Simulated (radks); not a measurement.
Results of a calculation; reference values are marked as such.
Species: Nb2.5+. Configuration: [Kr] 4d(up 2.5, down 0) (fractional occupations, a model configuration). Level of theory: scalar-relativistic Kohn-Sham, BLYP, spin-polarised, spherical densities, finite nucleus; Fermi nuclear charge, rms radius 4.324 fm (a radial shooting solver on a logarithmic mesh with Libxc functionals). Some entries of the table are withheld. Estimate them.

orbital  occ.  eigenvalue (eV)  <r> (bohr)  <1/r> (bohr^-1)
1s down     1        -18835.81     0.03609            42.40
1s up       1        -18835.80     0.03609            42.40
2s up       1        -2655.592      0.1581            9.526
2s down     1        -2655.323      0.1580            9.526
2p up       3        -2374.128      0.1377            9.273
2p down     3        -2373.927      0.1377            9.274
3s up       1        -462.8441      0.4434            3.252
3s down     1        -462.6953      0.4434            3.251
3p up       3        -370.8826      0.4459            3.091
3p down     3        -370.7169      0.4459            3.090
3d up       5        -220.4982      0.4331            2.855
3d down     5        -220.2443      0.4330            2.855
4s up       1         -82.6665       1.152            1.179
4s down     1         -81.1242       1.147            1.186
4p up       3              (1)       1.284            1.043
4p down     3              (2)       1.280            1.049
4d up     2.5         -25.2773       1.777           0.7397
4d down     0         -23.5689       1.810           0.7310

Answer. 
(1) 4p up eigenvalue (eV): -58.5618
(2) 4p down eigenvalue (eV): -56.8619
